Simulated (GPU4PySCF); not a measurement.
DNBDT (C26H14S2), SMILES c1ccc2cc3c(cc2c1)sc1cc2c(cc13)sc1cc3ccccc3cc12. The structure is a stationary point at ωB97X-D3(BJ)/def2-SVP.

**Question.** Give the equilibrium geometry at ωB97X-D3(BJ)/def2-SVP (GPU4PySCF confirms it by a frequency run) as a Z-matrix, and its point group. (Estimate from the structure and the level; the computed values follow.)

**Answer.** point group C2h.
```
C
C 1 1.3925
H 2 1.0927 1 120.83
C 2 1.3977 3 120.75 1 180.00
C 4 1.4149 2 119.86 3 180.00
C 5 1.3925 4 121.71 2 0.00
H 6 1.0927 5 120.83 4 180.00
C 6 1.3977 7 120.75 5 180.00
C 8 1.4667 6 128.34 7 0.00
C 9 1.3788 8 129.05 6 0.00
H 10 1.0938 9 120.52 8 0.00
C 10 1.4196 11 118.98 9 180.00
C 12 1.4286 10 119.46 11 180.00
C 13 1.4212 12 119.62 10 0.00
C 14 1.3750 13 119.44 12 0.00
H 14 1.0933 15 121.06 9 180.00
C 13 1.4285 14 121.59 16 0.00
C 17 1.3716 13 120.86 14 180.00
H 18 1.0936 17 120.06 13 180.00
H 17 1.0940 18 120.51 19 0.00
C 18 1.4237 19 119.56 17 180.00
C 21 1.3712 18 120.18 19 180.00
H 21 1.0935 22 120.19 12 180.00
H 22 1.0941 21 120.51 23 0.00
C 4 1.4667 2 128.34 3 0.00
C 25 1.3788 4 129.05 2 0.00
H 26 1.0938 25 120.52 4 0.00
C 26 1.4196 27 118.98 25 180.00
C 28 1.4286 26 119.46 27 180.00
C 29 1.4212 28 119.62 26 0.00
C 30 1.3750 29 119.44 28 0.00
H 30 1.0933 31 121.06 25 -180.00
C 29 1.4285 30 121.59 32 0.00
C 33 1.3716 29 120.86 30 180.00
H 34 1.0936 33 120.06 29 180.00
H 33 1.0940 34 120.51 35 0.00
C 34 1.4237 35 119.56 33 180.00
C 37 1.3712 34 120.18 35 180.00
H 37 1.0935 38 120.19 28 -180.00
H 38 1.0941 37 120.51 39 0.00
S 15 1.7591 14 126.03 16 0.00
S 31 1.7591 30 126.03 32 0.00
```
